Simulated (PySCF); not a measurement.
## Computed properties of B(H)(Me)(OMe) (C2H7BO), SMILES B(OC)C

B(H)(Me)(OMe) (C₂H₇BO), SMILES CBOC. The structure is a stationary point at PBE0-D3(BJ)/def2-SVP. One conformer was computed; it need not be the lowest. All values are computed for the isolated molecule unless a solvent is named; none is compared with measurement here.

**Structure.** The optimised structure has Cs symmetry. All 27 harmonic modes at PBE0-D3(BJ)/def2-SVP (PySCF) are real, so it is a minimum. With heavy atoms numbered as in [BH:1]([CH3:3])[O:7][CH3:8], the shortest bond between them is B1–O7 at 1.347 Å and the longest B1–C3 at 1.565 Å.

**Vibrations.** The strongest infrared lines (harmonic, unscaled, degenerate partners summed) lie at 1399 cm⁻¹ (262 km/mol, H 62 %, B 16 %, O 12 %, C 10 %), 1513 cm⁻¹ (181 km/mol, H 50 %, B 28 %, O 19 %), 2539 cm⁻¹ (175 km/mol, H 91 %, B 9 %). The softest mode is at 102 cm⁻¹ and the zero-point energy is 57.8 kcal/mol.

**Electronic structure.** HF/def2-TZVP (PySCF) places the frontier levels at -11.97 and 3.41 eV, a gap of 15.38 eV, and gives a dipole moment of 1.07 D and a mean polarisability of 41.0 bohr³. PBE/def2-TZVP (PySCF) at the same geometry gives -6.88 and -0.77 eV, so its gap is 9.27 eV narrower. An orbital gap is neither the optical nor the fundamental gap.

**Excitations.** TDA-CAM-B3LYP/def2-SVPD (PySCF) has S1 at 6.76 eV (183 nm, f = 0.003, weak); the most intense of the 10 singlets computed lies at 9.33 eV (f = 0.25). T1 (TDA) is at 6.22 eV, 0.54 eV under S1. TDA-PBE/def2-SVPD (PySCF) puts S1 at 6.24 eV. No vertical singlet excitation falls in the visible range (under 3.1 eV).

**NMR.** GIAO shifts at KT2/pcSseg-1 (PySCF) (non-relativistic, atoms alike by connectivity averaged): ¹³C from 8.8 to 65.3 ppm against TMS; ¹H from 0.7 to 5.5 ppm against TMS; ¹¹B at 35.9 ppm against BF3.
